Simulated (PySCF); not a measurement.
Numbering as in the mapped SMILES `[CH3:1][C@:2]1([O:3][CH:4]([F:5])[F:6])[CH2:7][CH2:8][O:9]1`. Each H is labelled by its parent atom. Ha(C7), Ha(C8) are pro-R; Hb(C7), Hb(C8) are pro-S.

Rapidly exchanging positions averaged, a single conformation, non-relativistic, isolated molecule. Geometry: GFN2-xTB; NMR shieldings at PBE0/pcSseg-1/GIAO; PySCF 2.14.0 with density-fitted response routines.

δ = σ(ref) − σ, references computed at the same level: ¹³C and ¹H vs TMS; H2O for ¹⁷O; ¹⁹F vs CFCl3.

```tsv
atoms	nucleus	count	δ (ppm)
C1	¹³C	1	29.7
C4	¹³C	1	?
Hb(C7)	¹H	1	?
Hb(C8)	¹H	1	4.62
O9	¹⁷O	1	87.4
H(C4)	¹H	1	6.70
C2	¹³C	1	?
C8	¹³C	1	66.2
H(C1)	¹H	3	1.65
F5	¹⁹F	1	-95.2
O3	¹⁷O	1	?
Ha(C8)	¹H	1	4.76
F6	¹⁹F	1	?
C7	¹³C	1	36.3
Ha(C7)	¹H	1	2.56
```

Problem. Estimate the values marked ?.

Solution. 
- C4: 121.2 ppm, sp3 CH bonded to 2 F and O; 3 electronegative neighbours deshield it
- C2: 112.0 ppm, sp3 carbon bearing two oxygens; 2 electronegative neighbours deshield it
- Hb(C7): 2.83 ppm, hydrogen on an sp3 CH2 in a ring
- O3: 178.5 ppm, ether oxygen
- F6: -108.2 ppm, fluorine of a CF2 group

Shifts are as computed. Against solution values, carbons near 30 ppm lie about +3 ppm off and those near 130 ppm about +5 ppm. Of 1211 compounds with measured shifts, 218 miss one by over three times the rms of a fit or turn the order of signals round; such compounds aren't used in these exercises. Unscaled 19F shifts against computed CFCl3 carry errors that often reach 10 to 50 ppm. Experimental scales use liquid or dissolved standards, which lie at an offset from isolated H2O (liquid H2O: subtract about 36 ppm).
